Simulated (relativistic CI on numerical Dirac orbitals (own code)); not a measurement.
# Hyperfine structure of K+, mass number 41

Computed by Dirac-Coulomb-Breit CI, KLI orbitals optimised for each configuration, model QED, valence Slater integrals scaled by 0.85, P86 correlation energy added to each configuration (own radial code, finite nucleus).

Configuration list (outside the closed core [Ne]): 3s2 3p6, 3s2 3p5 4s, 3s2 3p5 3d, 3s2 3p5 4p, 3s 3p6 3d, 3s2 3p5 5s, 3s2 3p5 4d, 3s2 3p5 5p, 3s2 3p5 4f, 3s2 3p5 5d, 3s2 3p5 5f, 3s2 3p5 5g. Double excitations out of closed p, d and f shells are left out; levels of such configurations are missing from the list, as are those of other unlisted configurations, and high levels can miss mixing partners.

Nuclear spin I = 3/2, μ = 0.21487 μN, Q = 0.0734 b (tables of Stone and Pyykkö). The electronic factors are computed for point nuclear moments, without core polarisation; leaving it out makes A of s and p electrons in near-neutral atoms 20 to 40 % too small, and it can dominate for d and f shells.

| Level | E (cm⁻¹) | A (MHz) | B (MHz) |
| --- | --- | --- | --- |
| 3s2 3p5 4s 3P°_2 | 163472.6 | 114.7 | -88.3 |
| 3s2 3p5 4s 3P°_1 | 164108.1 | 94.12 | 25.3 |
| 3s2 3p5 3d 3P°_1 | 166278.4 | 21.95 | -9.53 |
| 3s2 3p5 3d 3P°_2 | 166699.7 | -9.775 | -20.9 |
| 3s2 3p5 4s 1P°_1 | 167839.5 | 344.1 | -62.7 |
| 3s2 3p5 3d 3F°_4 | 170974.7 | 43.23 | -94.2 |
| 3s2 3p5 3d 3F°_3 | 171795.5 | 73.82 | -79.7 |
| 3s2 3p5 3d 3F°_2 | 172510.8 | 126.9 | -72.9 |

Levels with J = 0, under 50 % of one LS term, or S terms without an open s electron are left out. Small factors come from cancelling terms and can be off by tens of per cent or more.

For a near-neutral ion this model can misplace configurations by up to about 10,000 cm⁻¹ (more where the count of f electrons changes) and terms by 10 to 25 % of their spread. Rates follow the energies as ν³ (E1, M1) or ν⁵ (E2), so they and the lifetimes can be off by large factors. The fine structure of a lone outer electron comes out too small, for d and f at times inverted, and misplaced configurations move strength between like terms. 5 of the 7 excited levels that our extract of the measured tables holds in this range could be paired (the sources list more); they are missed by 1379 cm⁻¹ on average and 1822 at most, and levels without a partner can miss by more.

(1) Give the hyperfine levels of 3s2 3p5 4s 1P°_1 relative to its centre of gravity.

## Answers

(1) With K = F(F + 1) − I(I + 1) − J(J + 1), E = AK/2 + B[¾K(K + 1) − I(I + 1)J(J + 1)]/[2I(2I − 1)J(2J − 1)]: F = 1/2: -938.5, F = 3/2: -281.4, F = 5/2: 500.4 MHz.

LS names give the leading component of a level, which can be under half, so a name can repeat, a term be missing and a line seem to break the LS rules.
